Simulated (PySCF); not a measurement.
**Excitation energy of Ne⁺ by level of theory**

Ne⁺ [He] 2s2 2p5 (2P) → Ne⁺ [He] 2s1 2p5 3s1 (4P), as a difference of total energies. All numbers are calculated (PySCF 2.14, no relativity, point nucleus, in aug-cc-pwCVDZ (5s4p2d, 27 functions)). Correlated levels: valence and next inner shell: nothing frozen. The calculations carry no spin-orbit coupling.

| method | excitation energy (eV) |
| --- | --- |
| UHF | 52.896 |
| MP2 (valence and next inner shell) | 52.466 |
| SCS-MP2 (valence and next inner shell) | 52.300 |
| CCSD (valence and next inner shell) | 52.394 |
| CCSD(T) (valence and next inner shell) | 52.301 |

Problem. How much does correlation contribute at CCSD(T) (valence and next inner shell)?

Solution. 52.301 − (52.896) = -0.595 eV, measured against UHF.

The upper state lies above the first ionisation limit, where it may autoionise and the basis confines it. A Rydberg-like electron needs more diffuse functions than a valence basis has.

The promoted electron is Rydberg-like, and one or two diffuse shells describe it only roughly, which tends to raise the upper state.

The coupled-cluster amplitudes are large for the upper state (T1 above 0.03 or a double amplitude above 0.15), so a single reference is strained.
